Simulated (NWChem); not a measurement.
System: SiNH$_{2}$Cl, singlet; SMILES Cl[Si]N

NWChem input:

```
start job
memory heap 200 mb stack 900 mb global 1100 mb
geometry units angstroms noautosym nocenter noautoz
  Si     0.724749     0.594252     0.000000
  Cl    -0.149315    -1.335695     0.000000
  N     -0.725972     1.505227     0.000000
  H     -1.668380     1.122603     0.000000
  H     -0.713472     2.521013     0.000000
end
basis spherical
  * library def2-svp
end
dft
  xc b3lyp
  iterations 150
end
cosmo
  do_cosmo_smd true
  solvent acetntrl
end
task dft energy
```

Low-valent species are run as closed-shell singlets; no triplet was tried in these runs. All runs use the structure optimised with PBE0/def2-SVP. Solvent: acetonitrile.

Level: B3LYP/def2-SVP with SMD (1 M gas to 1 M solution), gas-phase geometry. Reactions with the solvent are ignored.

Task: Give the results of this calculation. (B3LYP/def2-SVP, SMD on the gas-phase geometry.) Quantities: solvation free energy (kcal/mol); cavity-dispersion-structure term (kcal/mol); dipole in solution (D).

Result: 
```
Quantity                                     Result
-------------------------------------------  ------
solvation free energy (kcal/mol)               -4.7
cavity-dispersion-structure term (kcal/mol)    -0.3
dipole in solution (D)                         3.65
```
